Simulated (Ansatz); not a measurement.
`C=C(F)BO` and `C=C(F)[SiH2]Cl` differ in one atom or group.

Ansatz, PBE0-D4/def2-TZVP geometries, multiplicity 1. Each molecule was computed in one conformer, which needn't be the lowest.

| property | `C=C(F)BO` |
| --- | --- |
| HOMO energy (PBE/def2-TZVPP) / eV | -6.81 |
| HOMO–LUMO gap (B3LYP/def2-TZVPP) / eV | 6.19 |
| HOMO energy (PBE0/def2-TZVPP) / eV | -8.04 |
| size of the dipole moment (PBE/def2-TZVPP) / D | 1.02 |
| size of the dipole moment (B3LYP/def2-TZVPP) / D | 1.12 |
| HOMO–LUMO gap (ωB97M-V/def2-TZVPP) / eV | 10.98 |

What does the change do to each property? (An estimate is asked.)

Ansatz gave: 
| property | `C=C(F)[SiH2]Cl` | shift |
| --- | --- | --- |
| HOMO energy (PBE/def2-TZVPP) / eV | -6.87 | -0.06 |
| HOMO–LUMO gap (B3LYP/def2-TZVPP) / eV | 6.75 | 0.56 |
| HOMO energy (PBE0/def2-TZVPP) / eV | -8.11 | -0.07 |
| size of the dipole moment (PBE/def2-TZVPP) / D | 1.87 | 0.85 |
| size of the dipole moment (B3LYP/def2-TZVPP) / D | 2.04 | 0.92 |
| HOMO–LUMO gap (ωB97M-V/def2-TZVPP) / eV | 11.50 | 0.52 |

With PBE0 the HOMO falls by 0.07 eV and the LUMO rises by 0.50 eV, so the gap widens by about 0.57 eV. PBE moves the HOMO by -0.06 eV and ωB97M-V by -0.07 eV. Dipoles are sizes alone; their direction can turn.

B3LYP here is the variant with VWN-RPA as its local correlation; programs differ in this.
